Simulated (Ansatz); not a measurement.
Input for Ansatz (development build ahead of 0.2.0):

```yaml
crystal:
  periodic: [false, false, false]
  atoms:
    - { symbol: Cl, position_ang: [-0.0491, -0.03737, -2.20619] }
    - { symbol: Cd, position_ang: [-0.05787, -0.04934, 0.02779] }
    - { symbol: Cl, position_ang: [0.01715, 0.05028, 2.23427] }
basis:
  gaussian: { orbitals: STO-3G }
hamiltonian:
  xc: hf
correlation:
  method: mp2
  frozen_orbitals: { Cd: 14, Cl: 5 }
```

The input is written out in the form of the current development build from the run's settings.

Output:

```
Converged                       : yes
Reference energy                : -6320.96237 hartree
Correlation energy              : -0.02417 hartree
Total energy                    : -6320.98654 hartree
Spin squared of the determinant : 0.000
```
